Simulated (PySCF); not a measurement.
Compound: C2H4BF3S.
Atom-mapped SMILES: `[F:1][CH2:2][S:3][CH2:4][B:5]([F:6])[F:7]` (hydrogens: H8, H9 on C2; H10, H11 on C4)

A GFN2-xTB structure with every atom displaced at random (by about 0.01 Å) was refined with PBE0-D3(BJ)/def2-SVP geometry optimisation, gas phase in PySCF. Values at the start:

```csv
coordinate,start
F1–C2,1.383 Å
C2–S3,1.826 Å
C2–H8,1.115 Å
S3–C4,1.793 Å
C4–B5,1.580 Å
C4–H10,1.099 Å
B5–F6,1.322 Å
F1–C2–S3,111.9°
C2–S3–C4,99.4°
S3–C4–B5,112.9°
C4–B5–F6,123.4°
F6–B5–F7,113.6°
F1–C2–S3–C4,66°
C2–S3–C4–B5,59°
S3–C4–B5–F6,55°
```

Task: How do these coordinates change at the PBE0-D3(BJ)/def2-SVP level?

Result: 
| coordinate | PBE0-D3(BJ)/def2-SVP (Å or °) | change |
| --- | --- | --- |
| S3–C4 | 1.838 | +0.045 |
| C2–S3 | 1.795 | -0.031 |
| C4–B5 | 1.558 | -0.022 |
| F1–C2 | 1.364 | -0.019 |
| C2–H8 | 1.102 | -0.013 |
| B5–F6 | 1.319 | -0.003 |
| C4–H10 | 1.098 | -0.001 |
| S3–C4–B5 | 102.2 | -10.7 |
| F6–B5–F7 | 116.6 | +3.0 |
| C4–B5–F6 | 121.9 | -1.5 |
| F1–C2–S3 | 112.4 | +0.5 |
| C2–S3–C4 | 99.6 | +0.2 |
| S3–C4–B5–F6 | 89 | +34 |
| C2–S3–C4–B5 | 81 | +22 |
| F1–C2–S3–C4 | 70 | +4 |

The energy falls by 14.3 kJ/mol over 16 energy and gradient evaluations, the largest force component goes from 0.0162 to 2.0e-04 Eh/bohr, and the atoms move by 0.418 Å rms after alignment. The bond that changes most is S3–C4 (sulfide sulfur to sp3 carbon bound to sulfur), which lengthens by 0.045 Å. Bonds longer at the end by more than 0.005 Å: 1 of 10; shorter: 5. Among the dihedrals that turn most is H10–C4–B5–F6, from -62° to -24°. Rotational constants go from 2965, 1390, 1140 to 3680, 1273, 1081 MHz.

The run used 122 basis functions and 99 SCF cycles in all.

Whether it is a minimum is left open (no frequencies). The numbers are those of one conformer.
